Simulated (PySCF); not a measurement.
## Correlation energy of Bi⁺ (bismuth, charge +1)

[Xe] 4f14 5d10 6s1 6p3, high-spin 5S determinant (an excited configuration). All numbers are calculated (PySCF 2.14, a scalar-relativistic core potential, in def2-TZVPPD with the def2 core potential (60 electrons) (7s5p4d2f, 56 functions)). Frozen: nothing; 22 electrons correlated.

| level | correlation energy (mhartree) |
| --- | --- |
| CCSD | -341.35 |
| (T) | -5.42 |
| CCSD(T) | -346.77 |

Diagnostics: T1 = 0.0053, D1 = 0.0135, largest double amplitude 0.019.

Spin-orbit coupling is strong in this species (close to jj coupling), so the high-spin LS determinant is a model state, not a physical level.

Cost of the coupled-cluster step: about 30 core-seconds, for 22 correlated electrons.

Iterations:

```
CC2 = 0
CCSD nocc = (np.int64(13), np.int64(9)), nmo = (56, 56)
frozen orbitals [[], []]
max_cycle = 100
direct = 0
conv_tol = 1e-08
conv_tol_normt = 1e-06
diis_space = 8
diis_start_cycle = 0
Init t2, MP2 energy = -0.36192488097943
Init E_corr(UCCSD) = -0.361924880986166
cycle = 1  E_corr(UCCSD) = -0.334099431017048  dE = 0.02782545  norm(t1,t2) = 0.0461673
cycle = 2  E_corr(UCCSD) = -0.34129029239162  dE = -0.00719086137  norm(t1,t2) = 0.00970166
cycle = 3  E_corr(UCCSD) = -0.340976651257437  dE = 0.000313641134  norm(t1,t2) = 0.00310044
cycle = 4  E_corr(UCCSD) = -0.341344204610603  dE = -0.000367553353  norm(t1,t2) = 0.000922593
cycle = 5  E_corr(UCCSD) = -0.341351918100492  dE = -7.71348989e-06  norm(t1,t2) = 0.000102776
cycle = 6  E_corr(UCCSD) = -0.341346089822532  dE = 5.82827796e-06  norm(t1,t2) = 1.79377e-05
cycle = 7  E_corr(UCCSD) = -0.341346363489082  dE = -2.7366655e-07  norm(t1,t2) = 2.36884e-06
cycle = 8  E_corr(UCCSD) = -0.341346411865284  dE = -4.83762018e-08  norm(t1,t2) = 3.4975e-07
cycle = 9  E_corr(UCCSD) = -0.34134640179187  dE = 1.00734138e-08  norm(t1,t2) = 7.33876e-08
cycle = 10  E_corr(UCCSD) = -0.341346400753082  dE = 1.03878817e-09  norm(t1,t2) = 1.06418e-08
UCCSD converged
E(UCCSD) = -213.4040594880741  E_corr = -0.3413464007530818
UCCSD(T) correction = -0.00542067425041914
```

The basis has no tight functions for the innermost shells, so their pair energies are far from complete.

This basis was not built for core-valence correlation, so the inner-shell part is incomplete.

Spin-orbit coupling is strong in this species, so the high-spin LS determinant is a model state.
